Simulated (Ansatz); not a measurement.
A set of 12 reactions (ligand exchange), with CCSD(T)/CBS values in kJ/mol:

```
                                                                        reaction      ΔE
                                           `NB[SeH]` + `OCO` → `OCOB[SeH]` + NH₃     2.4
                                    `NB1C[SiH2]1` + CH₃OH → `COB1C[SiH2]1` + NH₃    -7.5
                                   `[SH][Ge][Cl]` + CH₃OH → `C[O][Ge][SH]` + HCl    37.8
                                                `O[Si]F` + HBr → `O[Si]Br` + H–F    40.9
                             `N[SiH](F)C[SiH3]` + H₂S → `N[SiH](F)S` + `C[SiH3]`   -53.2
                   `[SiH3][O][ZnH]` + `O[SiH2]F` → `F[SiH2][O][ZnH]` + `O[SiH3]`    -6.6
                                 `N[Si](O)(Cl)Cl` + H–F → `O[Si](F)(Cl)Cl` + NH₃   -73.6
`O[Si@H](Cl)C[Si@H](O)Cl` + `[OH][GeH3]` → `O[SiH](Cl)[O][GeH3]` + `C[SiH](O)Cl`  -114.7
                 `C[CH](C)[Al]([CH3])[Br]` + HCl → `[CH3][Al]([Cl])[Br]` + `CCC`  -184.9
                               `C=C([SiH3])[SeH]` + PH₃ → `P[SeH]` + `C=C[SiH3]`   -46.9
          `C[O][Nb]([NH2])(=[S])[Cl]` + H–F → `[NH2][Nb]([F])(=[S])[Cl]` + CH₃OH    -6.3
                        `CO[SiH](N)[SiH3]` + CH₃NH₂ → `CN[SiH](N)[SiH3]` + CH₃OH    46.7
```

Computed with Ansatz on PBE0-D4/def2-TZVP structures; ΔE is electronic, products minus reactants. CBS: MP2 limit from def2 TZ/QZ plus the TZ coupled-cluster correction, frozen cores. This one scheme is used for every species. DFT in def2-TZVPP. B3LYP here is the variant with VWN-RPA as its local correlation; programs differ in this. Elements past krypton have def2 core potentials. For Br, Ge, Nb, Se, Zn outer-core shells are correlated without core-valence functions, which leaves a few kJ/mol of doubt a bond. Scalar relativity is left out up to krypton. Each species was taken in one conformer, which may not be the lowest.

(1) Give the mean, mean absolute and largest difference (level minus CCSD(T)/CBS, kJ/mol) for: r2SCAN-D4, PBE0-D4, B3LYP-D4, ωB97X-V, ωB97M-V, B2PLYP, r2SCAN, B3LYP, SCS-MP2/def2-TZVPP, CCSD(T)/def2-TZVPP, HF/def2-QZVPP, MP2/def2-QZVPP, SCS-MP2/def2-QZVPP, HF/CBS(def2). (Estimate.)

The largest T1 diagnostic in the set is 0.023, for `[NH2][Nb]([F])(=[S])[Cl]` (customary mark 0.02).

CCSD(T)/CBS is a level of theory with its own doubt, and the functionals carry their triple-zeta basis error, so these figures describe this set and don't rank the functionals.

Answers

(1) The calculation gave: 
| level | mean | mean absolute | largest |
| --- | --- | --- | --- |
| r2SCAN-D4 | -1.7 | 3.1 | -13.3 |
| PBE0-D4 | 0.7 | 4.8 | 9.8 |
| B3LYP-D4 | -0.6 | 1.9 | -8.7 |
| ωB97X-V | -0.3 | 3.1 | -13.4 |
| ωB97M-V | 0.1 | 3.0 | -12.2 |
| B2PLYP | -1.7 | 4.2 | -9.0 |
| r2SCAN | -2.2 | 3.9 | -15.3 |
| B3LYP | -2.7 | 7.1 | -17.5 |
| SCS-MP2/def2-TZVPP | 0.1 | 2.6 | 6.6 |
| CCSD(T)/def2-TZVPP | 0.8 | 2.2 | 5.9 |
| HF/def2-QZVPP | -6.1 | 12.9 | -31.7 |
| MP2/def2-QZVPP | 0.7 | 2.0 | 6.8 |
| SCS-MP2/def2-QZVPP | -0.5 | 2.2 | -6.1 |
| HF/CBS(def2) | -6.1 | 12.9 | -32.0 |
